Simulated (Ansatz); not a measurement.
Job for Ansatz (a first-principles code): R-CCSD(T)/aug-cc-pVDZ on CH6O (a complex).

Ansatz 0.2 input:
```yaml
crystal:
  periodic: [false, false, false]
  atoms:
    - {symbol: C, position_ang: [0.68555280, 0.34947682, -0.35468244]}
    - {symbol: O, position_ang: [-0.66137539, 0.20278017, 0.07652935]}
    - {symbol: H, position_ang: [1.37289390, -0.28147864, 0.21926857]}
    - {symbol: H, position_ang: [0.95632513, 1.39133564, -0.19042839]}
    - {symbol: H, position_ang: [0.80217985, 0.12518401, -1.42035025]}
    - {symbol: H, position_ang: [-0.93646698, -0.70741956, -0.07222238]}
    - {symbol: H, position_ang: [-0.21497935, -0.20729653, 2.54534587]}
    - {symbol: H, position_ang: [0.05452262, -0.44675102, 3.19861632]}
basis:
  gaussian:
    orbitals: aug-cc-pVDZ
magnetization: {spin_polarized: false}
correlation: {method: ccsd_t, electrons: outside_noble_gas}
scf: {lower_state_search: off}
```

Question: What total energy does the run end on?

Answer: -116.6217 hartree (reference determinant -116.1903, T1 diagnostic 0.010).

Question: How many basis functions does it have, and what does it roughly cost on one machine?

Answer: 100 functions; very roughly 5 core-seconds.
